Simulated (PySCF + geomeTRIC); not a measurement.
Species: [Ti(OH)2(Br)2] (charge 0, multiplicity 1).

Task: Give a relaxed geometry from BP86-D3(BJ)/def2-SVP in PySCF + geomeTRIC.

Result: This is not unique; one that fits is the end point of this relaxation, one of several conformers.
Z-matrix (Å, degrees):
```
Ti
O 1 1.7650
H 2 0.9747 1 137.15
O 1 1.7739 2 109.08 3 177.93
H 4 0.9761 1 129.89 2 -1.09
Br 1 2.3687 2 108.75 3 57.34
Br 1 2.3689 2 108.91 3 -61.32
```
